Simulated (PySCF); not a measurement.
Level of theory: PBE-D3(BJ)/def2-TZVP // B3LYP-D3(BJ)/def2-TZVP in PySCF 2.14.0. All species are isolated molecules in the gas phase. One relaxed conformer stands for a flexible species; it need not be the lowest. 

Reference species (SMILES): `C(=O)S` (O–C–S–H torsion 0°) (neutral, multiplicity 1).

```
Property          Value
-------------  --------
HOMO           -6.49 eV
HOMO–LUMO gap   4.34 eV
LUMO           -2.15 eV
```

After one change: the HOMO goes up by 0.04 eV; the HOMO–LUMO gap decreases by 0.13 eV; the LUMO drops by 0.09 eV.

Q: Name the change that produced these shifts. The new species is one of these.
A. `CC#CC=O`
B. `O=C[SeH]` (O–C–Se–H torsion 180°)
C. `CN(C)C=O` (C–N–C–O torsion 0°)
D. `O=C[SiH3]`

A: B, `O=C[SeH]` (O–C–Se–H torsion 180°)
